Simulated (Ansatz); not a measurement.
A nudged elastic band was laid between two geometries of C₂H₇BClN (12 atoms, charge 0, multiplicity 1).

The calculation used RHF/def2-SVP in Ansatz 0.2.0.

* movable images: 7
* climbing image: yes
* spring: 5.0 eV/Å²
* optimiser: quadratic models (default)
* start path: IDPP
* force threshold: 0.03 eV/Å
* iteration limit: 60
* end points: relaxed

Initial state:

```xyz
12
Properties=species:S:1:pos:R:3
C -1.465 0.313 0.161
B 0.010 -0.220 -0.086
N 0.258 -1.350 -0.868
C 1.258 0.527 0.594
Cl 1.503 2.109 -0.260
H -1.525 1.388 -0.027
H -2.217 -0.185 -0.455
H -1.742 0.163 1.210
H 1.173 -1.708 -1.047
H -0.465 -1.851 -1.341
H 1.089 0.770 1.640
H 2.201 -0.010 0.513
```

Final state:

```xyz
12
Properties=species:S:1:pos:R:3
C -1.449 0.404 0.074
B 0.017 -0.150 -0.179
N 0.360 -0.794 -1.369
C 1.139 -0.001 0.960
Cl 1.632 1.743 1.039
H -2.087 0.371 -0.812
H -1.938 -0.187 0.857
H -1.417 1.434 0.436
H 1.273 -1.150 -1.561
H -0.277 -0.902 -2.131
H 0.775 -0.259 1.952
H 2.049 -0.565 0.769
```

(1) What changes between the two ends?

(2) What energy profile does the band end with?

(3) What is the geometry of the highest image?

(4) What are the harmonic wavenumbers there?

## Answers

(1) No bond is made or broken. The dihedral H6–C1–B2–N3 goes from -131 to -9°. The two ends are copies of one structure, up to a mirror image or an exchange of like atoms.

(2) The run converged. The highest image is number 4 of 0 to 8, 2.6 kJ/mol above the ends, which have the same energy within 2 meV. A vibrational analysis at the climbing image gives one clearly imaginary mode, 110i cm⁻¹: a first-order saddle point.

```
image  path coordinate (Å)  energy (kJ/mol)  dihedral H6–C1–B2–N3 (°)
    0                 0.00              0.0                      -131
    1                 0.51              0.3                      -116
    2                 1.02              1.0                       -98
    3                 1.53              2.0                       -80
    4                 2.04              2.6                       -62
    5                 2.43              2.2                       -49
    6                 2.81              1.3                       -36
    7                 3.20              0.4                       -22
    8                 3.58              0.0                        -9
```

(3) 
```xyz
12
Properties=species:S:1:pos:R:3
C -1.446 0.392 0.101
B 0.023 -0.166 -0.149
N 0.305 -0.944 -1.276
C 1.209 0.127 0.889
Cl 1.487 1.917 0.955
H -1.742 1.064 -0.710
H -2.173 -0.426 0.118
H -1.538 0.947 1.034
H 1.214 -1.300 -1.486
H -0.380 -1.165 -1.969
H 0.953 -0.179 1.902
H 2.164 -0.322 0.625
```

(4) 110i, 59, 170, 336, 365, 495, 594, 620, 725, 780, 853, 921, 961, 982, 1187, 1276, 1341, 1435, 1489, 1564, 1572, 1577, 1748, 3163, 3230, 3239, 3267, 3306, 3818, 3921 cm⁻¹.

Time of the run: 60 s on 2 threads of Arm Neoverse V2, with other jobs on the host, peak memory 0.24 GiB.
